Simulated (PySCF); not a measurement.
## One molecule, a ladder of functionals, a line

Molecule: SMILES N[SiH2]N[SiH3], H$_{8}$N$_{2}$Si$_{2}$.

Bonds (- single, = double, # triple, : aromatic): N1-Si2 1.724 Å, Si2-N3 1.738 Å, N3-Si4 1.740 Å. N1 carries H5, H6; Si2 carries H7, H8; N3 carries H9; Si4 carries H10, H11, H12.

GIAO shieldings (ppm, equivalent atoms averaged) in PySCF 2.14.0 with density-fitted response routines on the PBE0-D3(BJ)/def2-SVP geometry, basis pcSseg-2, gas phase, non-relativistic:

```csv
functional,exact exchange (%),σ(N3),σ(N1),σ(Si2),σ(Si4)
BLYP,0,224.6,227.4,353.9,374.9
BP86,0,230.3,230.5,360.6,382.1
PBE,0,230.3,230.8,360.9,383.5
PBE0,25,238.0,236.6,376.9,397.8
mPW1PW91,25,237.6,236.1,376.3,396.5
BHandHLYP,50,238.9,238.1,385.9,404.2
HF,100,249.6,246.0,422.5,438.1
```

Question: Fit each shielding as a line in the percentage of exact exchange.

Answer: σ(N3) = 229.7 + 0.21 x (rms 2.6 ppm); σ(N1) = 230.4 + 0.16 x (rms 1.6 ppm); σ(Si2) = 358.8 + 0.63 x (rms 2.9 ppm); σ(Si4) = 380.6 + 0.56 x (rms 3.3 ppm). The functionals also differ in their semilocal parts, which the line can't hold; Hartree–Fock has no correlation at all.

Question: What does the line predict for B3LYP (20 %), and what does the run give?

Answer: σ(N3): 233.9 predicted, 231.3 computed; σ(N1): 233.6 predicted, 232.3 computed; σ(Si2): 371.4 predicted, 366.4 computed; σ(Si4): 391.8 predicted, 386.3 computed ppm.
